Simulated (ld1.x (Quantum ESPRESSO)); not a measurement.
# Wu–Cohen PAW dataset for chromium, scalar-relativistic all-electron reference.

| Item | Value |
| --- | --- |
| Element | Cr |
| Generator | ld1.x (Quantum ESPRESSO) 7.5 |
| Type | PAW |
| Functional | Wu–Cohen |
| Relativity | scalar-relativistic |
| Frozen core | [Ne] 3s2 |
| Valence charge | 12 |
| Reference configuration | 3p6 3d5.5 4s0.5 4p0 |
| Partial waves | 4s (bound): rcut 2.40, rcutus 2.55 bohr; 4s channel at 0.15 Ry: rcut 2.40, rcutus 2.55 bohr; 3p (bound): rcut 1.65, rcutus 2.00 bohr; 4p (bound, empty): rcut 1.65, rcutus 2.00 bohr; 3d (bound): rcut 1.05, rcutus 1.25 bohr; 3d channel at 0.9 Ry: rcut 1.05, rcutus 1.25 bohr; 4f channel at 0.25 Ry: rcut 1.35, rcutus 1.90 bohr |
| Local potential | all-electron potential smoothed inside 3.00 bohr (lloc = -1) |
| Core correction | Bessel-smoothed model core inside 0.75 bohr |
| Augmentation charge | BG, radius 1.00 bohr |

* Cutoffs needed: 70 Ry and 110 Ry (the cutoffs (Ry, on a coarse ladder) from which the occupation-weighted sum of valence levels, in a spherical-Bessel basis at the reference potential, stays within 10 and 1 mRy of its value at 400 Ry)
* Ghost test: no extra level below or beside the all-electron valence levels (s, p, d, f tested) (spherical-Bessel basis up to 400 Ry, 20 bohr box)
* Configuration tests: test run stopped at test 7 of 7 (negative rho), 5 before it not solved; not counted: 3p6 3d6 4s0 4p0 (solver errors, printed error -1378 eV); 3p6 3d5 4s1 4p0 (solver errors, printed error -1368 eV); 3p6 3d4 4s0 4p0 (solver errors, printed error -1200 eV); 2 more
* Lowest eigenvalue of the overlap operator: 0.08 (p channel)
